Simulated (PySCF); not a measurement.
Simulated absorption spectrum

Species: trifluoroacetic acid, C2HF3O2.
Cartesian coordinates in Å at the PBE0-D3(BJ)/def2-TZVP level; atoms count from 1:
```
atom  x, y, z in Å
O1     0.820    1.198   -0.977
C2     0.531    0.265   -0.295
O3     1.358   -0.672    0.153
C4    -0.905   -0.019    0.199
F5    -1.730    0.919   -0.228
F6    -1.324   -1.198   -0.259
F7    -0.941   -0.048    1.530
H8     2.245   -0.464   -0.176
```

The calculation used TDDFT CAM-B3LYP/aug-cc-pVTZ, vertical, gas phase, core orbitals frozen in the response (PySCF 2.14.0, density-fitted response routines). Geometry: PBE0-D3(BJ)/def2-TZVP, one conformer, isolated molecule.

Computed states:

```tsv
state	E (eV)	f
S1	5.71	0.0005
S2	7.85	0.036
S3	8.57	0.166
S4	8.66	0.0021
S5	8.95	0.0014
S6	9.24	0.011
S7	9.53	0.0031
S8	9.65	0.042
S9	10.28	0.0031
S10	10.33	0.011
```

Each state is given a Gaussian of 0.3 eV full width at half maximum, with ε(max) = 2.175×10⁸ f / Δν̃ (Δν̃ the width in cm⁻¹). The width is an assumption, not a result. The curve ends short of the highest state used, and states not computed would add to its high-energy end.

(1) Give the broadened spectrum and its maxima.

(2) On this curve, what absorbance would a 10⁻⁵ mol/L sample give at 222 nm over a 1 cm path?

(3) Does any computed singlet lie in the visible range?

(4) Coming from long wavelengths, where does ε first pass 100 L mol⁻¹ cm⁻¹?

## Answers

(1) 
(E (eV), ε (L mol⁻¹ cm⁻¹)): (5.26, 0), (5.42, 3), (5.57, 24), (5.73, 46), (5.88, 20), (6.03, 2), (6.19, 0), (6.34, 0), (6.50, 0), (6.65, 0), (6.80, 0), (6.96, 0), (7.11, 0), (7.27, 0), (7.42, 12), (7.57, 302), (7.73, 2113), (7.88, 3130), (8.04, 1035), (8.19, 247), (8.34, 2782), (8.50, 12701), (8.65, 12655), (8.81, 2833), (8.96, 378), (9.11, 660), (9.27, 1055), (9.42, 1276), (9.58, 3491), (9.73, 3217)

Maxima: 217 nm (5.71 eV), ε about 46, made up of S1 (100%); 158 nm (7.85 eV), ε about 3200, made up of S2 (100%); 145 nm (8.57 eV), ε about 15000, made up of S3 (99%); 134 nm (9.26 eV), ε about 1100, made up of S6 (94%) (hardly more than a shoulder); 129 nm (9.65 eV), ε about 4000, made up of S8 (95%) (ε in L mol⁻¹ cm⁻¹; maxima over ε = 5, shares over 10%).

(2) 222 nm is 5.585 eV, where ε is about 27 L mol⁻¹ cm⁻¹, so A = ε c l ≈ 0.00027 (Beer–Lambert, with the gas-phase spectrum and the assumed width).

(3) No computed singlet lies in the visible range (380 to 750 nm); the lowest, at 217 nm, stands 2.45 eV above its violet end (3.26 eV).

(4) At about 165 nm (7.51 eV), 1.80 eV above S1.
